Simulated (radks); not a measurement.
Species: Pr46+. Configuration: [Ne] 3s2 3p1 (the NIST ground configuration).

All-electron calculation, non-relativistic Kohn-Sham, TPSS, spin-polarised, spherical densities, point nucleus; open shells are filled with parallel spins first (spin-orbit coupling, left out, can overturn this in heavy ions); meta-GGA in the generalised Kohn-Sham scheme; relativity is left out, which matters for an element this heavy. Program: a radial shooting solver on a logarithmic mesh with Libxc functionals.

Energy parts (Ry):
total: -13764.5665
kinetic: 13763.4693
electron-nucleus: -28795.8863
Hartree: 1483.3315
exchange-correlation: -215.4810

Orbitals (lengths in bohr, moments of r in powers of bohr; <r^-3> diverges for s and p1/2):
orbital,occ.,eigenvalue (Ry),<r^-3>
1s up,1,-3147.975,-
1s down,1,-3147.765,-
2s up,1,-671.0544,-
2s down,1,-670.9052,-
2p up,3,-649.6961,7112
2p down,3,-649.4700,7110
3s up,1,-274.5837,-
3s down,1,-273.6306,-
3p up,1,-266.7994,1833
3p down,0,-265.8508,1831
3d up,0,-255.3082,323.4
3d down,0,-254.5688,324.6
4s up,0,-147.8825,-
4s down,0,-147.5883,-

The highest occupied level is 3p up at -3630.0 eV. The spin density at the nucleus is 2.795 e/bohr^3 (1s -2.649, 2s -0.382, 3s 5.826). For comparison, the ionisation energy in NIST's Atomic Spectra Database is 3832 eV (theoretical). In exact Kohn-Sham theory the highest level is minus the ionisation energy, but local and semilocal functionals leave it too shallow, through self-interaction and a potential that decays too fast; potentials with the right tail come closer. Spin moment in Bohr magnetons: 1. The density falls to 0.001 e/bohr^3 at r = 0.69 bohr. Virial ratio -V/T = 2.00008. Summed over all electrons, <r^2> = 0.3078 bohr^2, which gives a Langevin (diamagnetic) susceptibility term of -0.244 x 10^-6 cm^3/mol. The electron density at the nucleus is 1.464e+05 e/bohr^3.
